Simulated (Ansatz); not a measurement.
Molecular dynamics of AlF3H3P

input.yaml

```yaml
crystal:
  periodic: [false, false, false]
  atoms:
    - { symbol: Al, position_ang: [0.085968, -0.426539, 0.030699] }
    - { symbol: F, position_ang: [-0.128997, 0.073754, 1.783867] }
    - { symbol: F, position_ang: [1.529588, 0.129661, -0.562449] }
    - { symbol: F, position_ang: [-1.320557, -0.140773, -0.797957] }
    - { symbol: P, position_ang: [0.202177, -2.653942, 1.108389] }
    - { symbol: H, position_ang: [-0.769813, -2.962004, 0.118088] }
    - { symbol: H, position_ang: [1.38152, -2.757916, 0.321906] }
    - { symbol: H, position_ang: [-0.022385, -1.061838, 1.859056] }
basis:
  gaussian: { orbitals: def2-SVP }
hamiltonian:
  xc: pbe0
md:
  timestep: 0.5
  n_steps: 200
  ensemble: nve
  temperature: 300.0
  initial_velocities: maxwell_boltzmann
  seed: 4963
```

Run as:

```bash
$ ansatz run input.yaml --threads 2 --pin off --max-ram 3072MiB --backend cpu --events-out ev --progress --plain --runs-dir out
```

It starts at the highest image of a converged band, a first-order saddle point between two minima.

Output, in part (one step line in 4, the closing report, with atoms numbered from 0):

```
md step     0: t =     0.00 fs  T =   300.0 K  F+E_penalty+E_count = -24063.87425387 eV  E_kin = 0.232668 eV  conserved = -24063.64158587 eV  (24 SCF iters)
md step     4: t =     2.00 fs  T =   246.0 K  F+E_penalty+E_count = -24063.83188947 eV  E_kin = 0.190774 eV  conserved = -24063.64111523 eV  (29 SCF iters)
md step     8: t =     4.00 fs  T =   187.7 K  F+E_penalty+E_count = -24063.78643877 eV  E_kin = 0.145603 eV  conserved = -24063.64083552 eV  (22 SCF iters)
md step    12: t =     6.00 fs  T =   205.2 K  F+E_penalty+E_count = -24063.80033367 eV  E_kin = 0.159147 eV  conserved = -24063.64118674 eV  (29 SCF iters)
md step    16: t =     8.00 fs  T =   204.0 K  F+E_penalty+E_count = -24063.79969544 eV  E_kin = 0.158234 eV  conserved = -24063.64146166 eV  (29 SCF iters)
md step    20: t =    10.00 fs  T =   138.3 K  F+E_penalty+E_count = -24063.74800394 eV  E_kin = 0.107251 eV  conserved = -24063.64075270 eV  (29 SCF iters)
md step    24: t =    12.00 fs  T =   169.1 K  F+E_penalty+E_count = -24063.77227972 eV  E_kin = 0.131123 eV  conserved = -24063.64115644 eV  (29 SCF iters)
md step    28: t =    14.00 fs  T =   210.6 K  F+E_penalty+E_count = -24063.80480177 eV  E_kin = 0.163324 eV  conserved = -24063.64147804 eV  (29 SCF iters)
md step    32: t =    16.00 fs  T =   166.9 K  F+E_penalty+E_count = -24063.77043354 eV  E_kin = 0.129435 eV  conserved = -24063.64099861 eV  (29 SCF iters)
md step    36: t =    18.00 fs  T =   153.1 K  F+E_penalty+E_count = -24063.75964257 eV  E_kin = 0.118735 eV  conserved = -24063.64090805 eV  (23 SCF iters)
md step    40: t =    20.00 fs  T =   194.1 K  F+E_penalty+E_count = -24063.79191892 eV  E_kin = 0.150548 eV  conserved = -24063.64137071 eV  (29 SCF iters)
md step    44: t =    22.00 fs  T =   171.4 K  F+E_penalty+E_count = -24063.77428659 eV  E_kin = 0.132944 eV  conserved = -24063.64134301 eV  (29 SCF iters)
md step    48: t =    24.00 fs  T =   119.7 K  F+E_penalty+E_count = -24063.73344753 eV  E_kin = 0.092830 eV  conserved = -24063.64061756 eV  (23 SCF iters)
md step    52: t =    26.00 fs  T =   195.6 K  F+E_penalty+E_count = -24063.79303397 eV  E_kin = 0.151671 eV  conserved = -24063.64136252 eV  (29 SCF iters)
md step    56: t =    28.00 fs  T =   238.3 K  F+E_penalty+E_count = -24063.82619762 eV  E_kin = 0.184844 eV  conserved = -24063.64135390 eV  (29 SCF iters)
md step    60: t =    30.00 fs  T =   225.7 K  F+E_penalty+E_count = -24063.81592145 eV  E_kin = 0.175062 eV  conserved = -24063.64085956 eV  (29 SCF iters)
md step    64: t =    32.00 fs  T =   288.4 K  F+E_penalty+E_count = -24063.86465912 eV  E_kin = 0.223685 eV  conserved = -24063.64097420 eV  (29 SCF iters)
md step    68: t =    34.00 fs  T =   390.7 K  F+E_penalty+E_count = -24063.94464540 eV  E_kin = 0.303031 eV  conserved = -24063.64161444 eV  (28 SCF iters)
md step    72: t =    36.00 fs  T =   378.5 K  F+E_penalty+E_count = -24063.93479533 eV  E_kin = 0.293550 eV  conserved = -24063.64124565 eV  (29 SCF iters)
md step    76: t =    38.00 fs  T =   356.5 K  F+E_penalty+E_count = -24063.91729847 eV  E_kin = 0.276498 eV  conserved = -24063.64080069 eV  (29 SCF iters)
md step    80: t =    40.00 fs  T =   422.0 K  F+E_penalty+E_count = -24063.96889426 eV  E_kin = 0.327306 eV  conserved = -24063.64158813 eV  (29 SCF iters)
md step    84: t =    42.00 fs  T =   395.6 K  F+E_penalty+E_count = -24063.94805813 eV  E_kin = 0.306786 eV  conserved = -24063.64127173 eV  (29 SCF iters)
md step    88: t =    44.00 fs  T =   344.9 K  F+E_penalty+E_count = -24063.90825655 eV  E_kin = 0.267518 eV  conserved = -24063.64073862 eV  (23 SCF iters)
md step    92: t =    46.00 fs  T =   401.7 K  F+E_penalty+E_count = -24063.95282251 eV  E_kin = 0.311565 eV  conserved = -24063.64125769 eV  (30 SCF iters)
md step    96: t =    48.00 fs  T =   439.0 K  F+E_penalty+E_count = -24063.98209203 eV  E_kin = 0.340501 eV  conserved = -24063.64159090 eV  (29 SCF iters)
md step   100: t =    50.00 fs  T =   381.9 K  F+E_penalty+E_count = -24063.93714711 eV  E_kin = 0.296215 eV  conserved = -24063.64093165 eV  (29 SCF iters)
md step   104: t =    52.00 fs  T =   385.1 K  F+E_penalty+E_count = -24063.93994004 eV  E_kin = 0.298676 eV  conserved = -24063.64126377 eV  (29 SCF iters)
md step   108: t =    54.00 fs  T =   383.0 K  F+E_penalty+E_count = -24063.93852142 eV  E_kin = 0.297010 eV  conserved = -24063.64151180 eV  (29 SCF iters)
md step   112: t =    56.00 fs  T =   294.7 K  F+E_penalty+E_count = -24063.86968908 eV  E_kin = 0.228544 eV  conserved = -24063.64114462 eV  (29 SCF iters)
md step   116: t =    58.00 fs  T =   218.0 K  F+E_penalty+E_count = -24063.80991292 eV  E_kin = 0.169057 eV  conserved = -24063.64085638 eV  (29 SCF iters)
md step   120: t =    60.00 fs  T =   226.5 K  F+E_penalty+E_count = -24063.81681902 eV  E_kin = 0.175626 eV  conserved = -24063.64119305 eV  (29 SCF iters)
md step   124: t =    62.00 fs  T =   228.2 K  F+E_penalty+E_count = -24063.81849424 eV  E_kin = 0.176958 eV  conserved = -24063.64153616 eV  (28 SCF iters)
md step   128: t =    64.00 fs  T =   175.3 K  F+E_penalty+E_count = -24063.77658975 eV  E_kin = 0.135985 eV  conserved = -24063.64060470 eV  (29 SCF iters)
md step   132: t =    66.00 fs  T =   259.5 K  F+E_penalty+E_count = -24063.84276198 eV  E_kin = 0.201282 eV  conserved = -24063.64148006 eV  (29 SCF iters)
md step   136: t =    68.00 fs  T =   300.1 K  F+E_penalty+E_count = -24063.87422604 eV  E_kin = 0.232734 eV  conserved = -24063.64149242 eV  (29 SCF iters)
md step   140: t =    70.00 fs  T =   262.0 K  F+E_penalty+E_count = -24063.84410347 eV  E_kin = 0.203198 eV  conserved = -24063.64090545 eV  (29 SCF iters)
md step   144: t =    72.00 fs  T =   289.4 K  F+E_penalty+E_count = -24063.86563035 eV  E_kin = 0.224451 eV  conserved = -24063.64117952 eV  (29 SCF iters)
md step   148: t =    74.00 fs  T =   339.1 K  F+E_penalty+E_count = -24063.90430422 eV  E_kin = 0.263005 eV  conserved = -24063.64129901 eV  (29 SCF iters)
md step   152: t =    76.00 fs  T =   342.2 K  F+E_penalty+E_count = -24063.90691634 eV  E_kin = 0.265391 eV  conserved = -24063.64152535 eV  (29 SCF iters)
md step   156: t =    78.00 fs  T =   299.7 K  F+E_penalty+E_count = -24063.87307388 eV  E_kin = 0.232440 eV  conserved = -24063.64063407 eV  (29 SCF iters)
md step   160: t =    80.00 fs  T =   384.1 K  F+E_penalty+E_count = -24063.93950402 eV  E_kin = 0.297854 eV  conserved = -24063.64165000 eV  (29 SCF iters)
md step   164: t =    82.00 fs  T =   385.8 K  F+E_penalty+E_count = -24063.94048863 eV  E_kin = 0.299229 eV  conserved = -24063.64125916 eV  (29 SCF iters)
md step   168: t =    84.00 fs  T =   348.5 K  F+E_penalty+E_count = -24063.91146917 eV  E_kin = 0.270306 eV  conserved = -24063.64116364 eV  (27 SCF iters)
md step   172: t =    86.00 fs  T =   339.7 K  F+E_penalty+E_count = -24063.90440827 eV  E_kin = 0.263429 eV  conserved = -24063.64097929 eV  (28 SCF iters)
md step   176: t =    88.00 fs  T =   371.9 K  F+E_penalty+E_count = -24063.92999476 eV  E_kin = 0.288418 eV  conserved = -24063.64157682 eV  (29 SCF iters)
md step   180: t =    90.00 fs  T =   311.6 K  F+E_penalty+E_count = -24063.88289416 eV  E_kin = 0.241627 eV  conserved = -24063.64126719 eV  (29 SCF iters)
md step   184: t =    92.00 fs  T =   254.4 K  F+E_penalty+E_count = -24063.83817224 eV  E_kin = 0.197332 eV  conserved = -24063.64083991 eV  (30 SCF iters)
md step   188: t =    94.00 fs  T =   299.4 K  F+E_penalty+E_count = -24063.87365950 eV  E_kin = 0.232199 eV  conserved = -24063.64146014 eV  (31 SCF iters)
md step   192: t =    96.00 fs  T =   297.4 K  F+E_penalty+E_count = -24063.87189672 eV  E_kin = 0.230669 eV  conserved = -24063.64122774 eV  (30 SCF iters)
md step   196: t =    98.00 fs  T =   276.8 K  F+E_penalty+E_count = -24063.85577740 eV  E_kin = 0.214706 eV  conserved = -24063.64107103 eV  (30 SCF iters)
md step   200: t =   100.00 fs  T =   307.5 K  F+E_penalty+E_count = -24063.87946910 eV  E_kin = 0.238505 eV  conserved = -24063.64096450 eV  (27 SCF iters)
Total energy: -24063.87949874 eV, -884.3312604953 hartree
Atom 0 at     0.113172    -0.577760    -0.047398 Å, force     0.972923     0.046976     0.264871 eV/Å
Atom 1 at    -0.075399     0.283226     1.816755 Å, force    -0.107094     0.825871    -0.842770 eV/Å
Atom 2 at     1.506323     0.318142    -0.510130 Å, force    -1.150867    -0.935927     0.416171 eV/Å
Atom 3 at    -1.319032    -0.099978    -0.760579 Å, force     0.187316    -0.116168     0.141492 eV/Å
Atom 4 at     0.161169    -2.786661     1.080694 Å, force    -0.488204     0.593331    -1.526381 eV/Å
Atom 5 at    -0.812777    -3.315850     0.083996 Å, force     0.762209     0.338514     0.797017 eV/Å
Atom 6 at     1.331114    -3.247964     0.378344 Å, force    -0.235956     0.071853     0.117828 eV/Å
Atom 7 at     0.002440    -0.361318     2.467745 Å, force     0.059674    -0.824449     0.631772 eV/Å
Dipole moment:     0.014167    -0.277919     0.615758 e Å
```

The run went to its last step. The conserved energy stayed within 0.13 meV per atom of its start (net change 0.078 meV per atom), so the integration is sound. A run of 0.1 ps of so small a system gives no equilibrium averages. The orbitals stay closed-shell, which can raise the energy where a bond breaks towards radicals; this wasn't checked here.

Between its relaxed ends the band would form Al1–P5, F2–H8 and break P5–H8. These pairs go: Al1–P5 2.48 → 2.48 Å, F2–H8 1.14 → 0.92 Å, P5–H8 1.77 → 2.80 Å. In the last frame they stand as after the step (other bonds may differ from the relaxed reactants and products). It ends as one piece, AlF3H3P. Pairs count as bonded within 1.25 times the sum of covalent radii (0.12 Å more for H–H).

Last frame:

```xyz
8
Properties=species:S:1:pos:R:3
Al 0.113 -0.578 -0.047
F -0.075 0.283 1.817
F 1.506 0.318 -0.510
F -1.319 -0.100 -0.761
P 0.161 -2.787 1.081
H -0.813 -3.316 0.084
H 1.331 -3.248 0.378
H 0.002 -0.361 2.468
```

The run took 6.5 min on 2 threads of Arm Neoverse V2, on a shared host, peak memory 0.18 GiB.
